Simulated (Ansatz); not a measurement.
CH6ClNSi2, SMILES `[SiH3][C@@H]1N[Si@H]1Cl` from Hartree–Fock to CCSD(T)

```xyz
11

Si    0.5682    1.6261    0.3090
C     0.4238   -0.1328   -0.2818
N    -0.9034   -0.4609   -0.9756
Si   -0.6744   -1.4135    0.4087
Cl   -0.0924   -3.3642    0.2613
H     0.6237    2.5786   -0.8341
H    -0.6105    1.9634    1.1496
H     1.8068    1.7805    1.1210
H     1.3140   -0.5595   -0.7510
H    -0.8469   -0.7426   -1.9428
H    -1.6089   -1.2751    1.5357
```

Total charge 0; spin multiplicity 1. The structure was optimised at the PBE0-D4/def2-TZVP level. Frozen core, restricted reference, the Gaussian-basis code of Ansatz. CBS rows extrapolate triple and quadruple zeta; past MP2 they add the triple-zeta difference.

```json
{"basis": "def2-SVP", "HF (Eh)": "-1132.78257", "MP2 corr.": "-0.63058", "CCSD corr.": "-0.68917", "(T)": "-0.02078", "CCSD(T) total": "-1133.49252"}
{"basis": "def2-TZVPP", "HF (Eh)": "-1133.26353", "MP2 corr.": "-0.80718", "CCSD corr.": "-0.86280", "(T)": "-0.03734", "CCSD(T) total": "-1134.16367"}
{"basis": "def2-QZVPP", "HF (Eh)": "-1133.29908", "MP2 corr.": "-0.87067", "CCSD corr.": "–", "(T)": "–", "CCSD(T) total": "–"}
{"basis": "CBS(def2)", "HF (Eh)": "-1133.30398", "MP2 corr.": "-0.91770", "CCSD corr.": "-0.97331", "(T)": "as TZ", "CCSD(T) total": "-1134.31463"}
```
